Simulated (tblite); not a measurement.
C6H8Ge.
SMILES with atom numbers: `[CH2:1]=[CH:2][C:3]1=[CH:4][GeH2:5][CH:6]=[CH:7]1` (hydrogens: H8, H9 on C1; H10 on C2; H11 on C4; H12, H13 on Ge5; H14 on C6; H15 on C7)

Structure used (GFN2-xTB), in Å, numbered top down from 1:
```
atom  x, y, z in Å
C1     2.7280   -0.1999    0.1692
C2     1.7160    0.2018   -0.5926
C3     0.3002    0.1165   -0.2782
C4    -0.6516    0.5561   -1.1296
Ge5   -2.4053    0.2679   -0.3475
C6    -1.4998   -0.4945    1.1991
C7    -0.1820   -0.4532    0.9877
H8     3.7484   -0.0918   -0.1576
H9     2.5928   -0.6487    1.1383
H10    1.9313    0.6450   -1.5580
H11   -0.4002    0.9900   -2.0831
H12   -3.1994    1.5121   -0.0771
H13   -3.2968   -0.6762   -1.0995
H14   -1.9244   -0.8979    2.1031
H15    0.5383   -0.8193    1.7039
```

All values are computed: GFN2-xTB (tblite) harmonic vibrations without scaling, gas phase. This tight-binding method is rough: wavenumbers can miss measured ones by several per cent, in bad cases by 10 to 20. Modes of hydrogen on germanium can be 10 to 20 % off. One conformer, not necessarily the lowest.

Harmonic wavenumbers (cm⁻¹): 38.1, 157.8, 229.3, 237.1, 323.1, 411.1, 436.7, 464.1, 542.0, 577.6, 579.8, 667.0, 692.3, 724.7, 764.9, 778.4, 827.9, 883.4, 888.9, 903.9, 1004.1, 1008.8, 1107.0, 1116.6, 1234.7, 1302.6, 1334.0, 1417.7, 1538.8, 1601.8, 1665.3, 1965.0, 2017.9, 3042.0, 3070.4, 3084.8, 3089.2, 3108.6, 3129.5.

A = 5663, B = 1015, C = 869.1 MHz; mass 153.984 u (most abundant isotopes); point group Cs, symmetry number 1.

Question: What is the zero-point energy?

Answer: ½Σν̃ = 23983 cm⁻¹ = 68.57 kcal/mol.

Question: Entropy at 298.15 K, 1 bar (ideal gas, RRHO, classical rotation)?

Answer: Translation 41.03, rotation 28.56, vibration 19.44: S = 89.0 cal/(mol K).

Question: And Cp and H(298.15 K) − H(0)?

Answer: Cp = 32.60 cal/(mol K), of which vibrations give 24.65 (their classical limit is 39 R = 77.5); H(298.15 K) − H(0) = 5.63 kcal/mol without the zero-point energy, 3.26 from vibrations.

Question: How do the functions run with temperature in this model?

Answer: 
| T (K) | S (cal/(mol K)) | Cp (cal/(mol K)) | H − H(0) (kcal/mol) | G − H(0) (kcal/mol) | ln q(vib) |
| --- | --- | --- | --- | --- | --- |
| 100 | 65.7 | 13.9 | 1.06 | -5.51 | 1.06 |
| 200 | 78.0 | 23.1 | 2.89 | -12.71 | 2.56 |
| 300 | 89.2 | 32.8 | 5.69 | -21.08 | 4.31 |
| 500 | 109.8 | 47.8 | 13.86 | -41.02 | 8.20 |
| 800 | 135.4 | 61.1 | 30.39 | -77.94 | 14.06 |
| 1000 | 149.7 | 66.6 | 43.18 | -106.48 | 17.72 |

q(vib) and H(0) count from the zero-point level.

Question: Blend soft modes into free rotors: weight 1/[1 + (100 cm⁻¹/ν̃)⁴] for the oscillator and the rest for a rotor with moment μB/(μ + B), μ = h/(8π²ν), B = 10⁻⁴⁴ kg m². What vibrational entropy results?

Answer: 17.93 cal/(mol K) in place of 19.44, which changes −T·S at 298.15 K by +0.45 kcal/mol.

Hindered rotation and anharmonicity are outside this model. Other conformers, if any are populated, would add a mixing term that is left out.

On one thread, Arm Neoverse N1 (aarch64), no GPU (shared host), this took 0.72 s wall. This covers the Hessian and the dipole derivatives.
